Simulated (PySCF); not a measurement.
## Atomic charges against the basis set

Species: C2H7NOSi2.
Bonds: C1–O2, O2–Si3, Si3–Si4, Si4–C5, C5–N6 (triple). Hydrogens: H7, H8, H9 on C1; H10, H11 on Si3; H12, H13 on Si4.

PBE0 throughout (PySCF), one geometry, spherical d and f functions. The structure is a single PBE0-D3(BJ)/def2-SVP conformer in the gas phase; no vibrational or solvent corrections. Atoms taken as equivalent share a column and are averaged. The first 7 of 9 kinds of atom are listed.

Mulliken charges (e):

| basis | functions | C1 | O2 | Si3 | Si4 | C5 | N6 | H7/H8/H9 |
| --- | --- | --- | --- | --- | --- | --- | --- | --- |
| STO-3G | 45 | -0.134 | -0.366 | +0.560 | +0.462 | -0.133 | -0.205 | +0.076 |
| 6-31G | 76 | -0.208 | -0.737 | +0.738 | +0.447 | -0.125 | -0.279 | +0.173 |
| pcSseg-0 | 76 | -0.294 | -0.852 | +0.684 | +0.441 | -0.229 | -0.378 | +0.224 |
| 6-31G* | 106 | -0.260 | -0.579 | +0.547 | +0.238 | +0.001 | -0.267 | +0.177 |
| cc-pVDZ | 127 | +0.077 | -0.435 | +0.394 | +0.213 | -0.157 | -0.113 | +0.049 |
| def2-SVP | 127 | +0.127 | -0.515 | +0.484 | +0.252 | -0.254 | -0.059 | +0.047 |
| aug-cc-pVDZ | 209 | +0.925 | -0.775 | +0.087 | -0.393 | -0.061 | -0.326 | -0.213 |
| 6-311+G(2d,p) | 220 | -0.296 | -0.543 | +0.534 | +0.356 | -0.135 | -0.242 | +0.152 |
| def2-TZVP | 240 | -0.220 | -0.348 | +0.268 | +0.164 | -0.216 | -0.033 | +0.128 |
| cc-pVTZ | 286 | -0.097 | -0.321 | +0.280 | +0.213 | -0.192 | -0.064 | +0.086 |
| IGLO-III | 298 | -0.283 | -0.451 | +0.711 | +0.541 | -0.012 | -0.320 | +0.130 |
| pcSseg-2 | 328 | +0.139 | -0.556 | +0.611 | +0.387 | -0.171 | -0.132 | +0.039 |

IAO charges (e):

| basis | functions | C1 | O2 | Si3 | Si4 | C5 | N6 | H7/H8/H9 |
| --- | --- | --- | --- | --- | --- | --- | --- | --- |
| STO-3G | 45 | -0.263 | -0.454 | +0.636 | +0.486 | -0.187 | -0.158 | +0.122 |
| 6-31G | 76 | -0.234 | -0.589 | +0.606 | +0.347 | -0.132 | -0.186 | +0.146 |
| pcSseg-0 | 76 | -0.215 | -0.585 | +0.594 | +0.323 | -0.134 | -0.185 | +0.140 |
| 6-31G* | 106 | -0.196 | -0.624 | +0.719 | +0.430 | -0.153 | -0.188 | +0.137 |
| cc-pVDZ | 127 | -0.194 | -0.620 | +0.709 | +0.424 | -0.156 | -0.182 | +0.136 |
| def2-SVP | 127 | -0.186 | -0.619 | +0.720 | +0.429 | -0.157 | -0.180 | +0.133 |
| aug-cc-pVDZ | 209 | -0.203 | -0.633 | +0.714 | +0.426 | -0.144 | -0.200 | +0.141 |
| 6-311+G(2d,p) | 220 | -0.206 | -0.643 | +0.740 | +0.447 | -0.151 | -0.200 | +0.142 |
| def2-TZVP | 240 | -0.203 | -0.644 | +0.750 | +0.451 | -0.155 | -0.197 | +0.141 |
| cc-pVTZ | 286 | -0.204 | -0.639 | +0.738 | +0.441 | -0.154 | -0.194 | +0.141 |
| IGLO-III | 298 | -0.205 | -0.645 | +0.747 | +0.450 | -0.153 | -0.199 | +0.142 |
| pcSseg-2 | 328 | -0.203 | -0.644 | +0.747 | +0.449 | -0.153 | -0.198 | +0.141 |

Hirshfeld charges (e):

| basis | functions | C1 | O2 | Si3 | Si4 | C5 | N6 | H7/H8/H9 |
| --- | --- | --- | --- | --- | --- | --- | --- | --- |
| STO-3G | 45 | +0.036 | -0.239 | +0.383 | +0.341 | -0.078 | -0.182 | +0.011 |
| 6-31G | 76 | -0.012 | -0.266 | +0.320 | +0.280 | -0.047 | -0.186 | +0.044 |
| pcSseg-0 | 76 | -0.021 | -0.251 | +0.345 | +0.294 | -0.056 | -0.186 | +0.041 |
| 6-31G* | 106 | -0.012 | -0.235 | +0.301 | +0.277 | -0.033 | -0.192 | +0.044 |
| cc-pVDZ | 127 | -0.029 | -0.214 | +0.314 | +0.288 | -0.042 | -0.185 | +0.042 |
| def2-SVP | 127 | -0.030 | -0.221 | +0.321 | +0.293 | -0.038 | -0.190 | +0.044 |
| aug-cc-pVDZ | 209 | -0.039 | -0.239 | +0.328 | +0.293 | -0.042 | -0.201 | +0.047 |
| 6-311+G(2d,p) | 220 | -0.032 | -0.242 | +0.328 | +0.294 | -0.042 | -0.202 | +0.046 |
| def2-TZVP | 240 | -0.035 | -0.233 | +0.322 | +0.289 | -0.038 | -0.200 | +0.046 |
| cc-pVTZ | 286 | -0.036 | -0.227 | +0.321 | +0.288 | -0.038 | -0.197 | +0.046 |
| IGLO-III | 298 | -0.040 | -0.234 | +0.326 | +0.295 | -0.040 | -0.205 | +0.046 |
| pcSseg-2 | 328 | -0.040 | -0.238 | +0.329 | +0.293 | -0.039 | -0.200 | +0.048 |

Some averages cover members that differ in this geometry, most widely: H7/H8/H9, Mulliken in aug-cc-pVDZ -0.319 to -0.159; H7/H8/H9, IAO in 6-31G +0.135 to +0.168; H7/H8/H9, IAO in pcSseg-0 +0.130 to +0.161; H7/H8/H9, Mulliken in 6-31G +0.163 to +0.192 e.

Problem. Which scheme is steadiest as the basis changes?

Solution. Largest range over the bases for any column: Hirshfeld 0.08 e, IAO 0.19 e, Mulliken 1.22 e. Hirshfeld charges move least and Mulliken charges most, counted in e. Without the minimal STO-3G basis the ranges are Hirshfeld 0.05, IAO 0.16, Mulliken 1.22 e.

Problem. How much do the charges still move between the two largest bases, IGLO-III and pcSseg-2?

Solution. At most, over all atoms: Mulliken 0.422 e, IAO 0.002 e, Hirshfeld 0.006 e.

Problem. What do the same runs give for the total energy, the frontier levels and the dipole moment?

Solution. 
```csv
basis,energy (Eh),HOMO (eV),LUMO (eV),μ (D)
STO-3G,-779.5148,-4.40,3.96,3.46
6-31G,-788.7243,-8.16,-0.45,4.05
pcSseg-0,-787.7151,-8.28,-0.73,4.43
6-31G*,-788.8614,-8.34,-0.63,4.21
cc-pVDZ,-788.9055,-8.35,-0.67,4.16
def2-SVP,-788.5608,-8.45,-0.71,4.24
aug-cc-pVDZ,-788.9247,-8.52,-0.94,4.37
"6-311+G(2d,p)",-788.9873,-8.58,-1.04,4.43
def2-TZVP,-789.0096,-8.57,-0.99,4.40
cc-pVTZ,-789.0044,-8.53,-0.90,4.35
IGLO-III,-789.0124,-8.58,-0.99,4.44
pcSseg-2,-789.0211,-8.60,-1.01,4.39
```

The dipole is fixed by the density alone, so its range of 0.98 D shows that the density itself changes with the basis, not only its division among atoms.
